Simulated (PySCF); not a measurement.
# Electron correlation in Mo⁴⁰⁺ (molybdenum, charge +40)

1s2, closed-shell 1S. All numbers are calculated (PySCF 2.14, no relativity, point nucleus, in an even-tempered Gaussian basis (15 s from 69 bohr⁻², ratio 2.2; 7 p from 100 bohr⁻², ratio 2.4; 4 d from 310 bohr⁻², ratio 2.4; 3 f from 470 bohr⁻², ratio 2.4; 3 g from 700 bohr⁻², ratio 2.4)). Frozen: nothing; 2 electrons correlated; the 11 highest virtual orbitals of each spin left out.

With two correlated electrons CCSD is exact within the correlated space (frozen core and kept virtual orbitals).

| level | correlation energy (mhartree) |
| --- | --- |
| CCSD | -45.74 |

Diagnostics: T1 = 1.2e-06, D1 = 0.0000, largest double amplitude 0.001.

A non-relativistic calculation at this Z misses sizeable relativistic shifts.

Cost of the coupled-cluster step: about 3 core-seconds, for 2 correlated electrons.

Iterations:

```
CC2 = 0
CCSD nocc = 1, nmo = 93
frozen orbitals [93, 94, 95, 96, 97, 98, 99, 100, 101, 102, 103]
max_cycle = 100
direct = 0
conv_tol = 1e-08
conv_tol_normt = 1e-06
diis_space = 8
diis_start_cycle = 0
Init t2, MP2 energy = -1737.90572377238  E_corr(MP2) -0.0454560016046494
Init E_corr(CCSD) = -0.0454560016046494
cycle = 1  E_corr(CCSD) = -0.0457358421255225  dE = -0.000279840521  norm(t1,t2) = 3.00771e-05
cycle = 2  E_corr(CCSD) = -0.0457393807070591  dE = -3.53858154e-06  norm(t1,t2) = 4.15586e-07
cycle = 3  E_corr(CCSD) = -0.0457394253278918  dE = -4.46208326e-08  norm(t1,t2) = 6.26378e-09
cycle = 4  E_corr(CCSD) = -0.0457394252397074  dE = 8.81843626e-11  norm(t1,t2) = 2.35257e-11
CCSD converged
E(CCSD) = -1737.906007196013  E_corr = -0.04573942523970741
```

At this charge a non-relativistic calculation is a model, useful for the Z dependence of the correlation energy.
